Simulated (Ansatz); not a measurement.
Species: CH2N, net charge -1, singlet state. It need not be the lowest isomer of its formula. Whether it binds its extra electron was not tested at this geometry. 
Geometry from a B3LYP-D3(BJ)/def2-TZVP (Ansatz, a quantum-chemistry and plane-wave program) optimisation:
```
C
N 1 1.3032
H 2 1.0467 1 113.70
H 1 1.1571 2 111.64 3 0.00
```
Charge -1, spin multiplicity 1.

Basis-set convergence of Hartree-Fock and CCSD(T) correlation energies (hartree) with Ansatz. Valence correlation only, unless marked. No spin-orbit coupling. No relativistic terms.

```json
[
 {"basis": "aug-cc-pVDZ", "functions": "64", "E(HF)": "-93.38297", "E(corr, CCSD(T))": "-0.36021"},
 {"basis": "aug-cc-pVTZ", "functions": "138", "E(HF)": "-93.40194", "E(corr, CCSD(T))": "-0.42140"},
 {"basis": "aug-cc-pVQZ", "functions": "252", "E(HF)": "-93.40734", "E(corr, CCSD(T))": "-0.43927"}
]
```

Extrapolating the two largest sets (X = 3 and 4) as X^-3: E(corr) = (64·(-0.43927) - 27·(-0.42140))/37 = -0.4523 Eh, an estimate of the basis-set limit. The largest set recovers 97.1 % of it, the smallest 79.6 %.
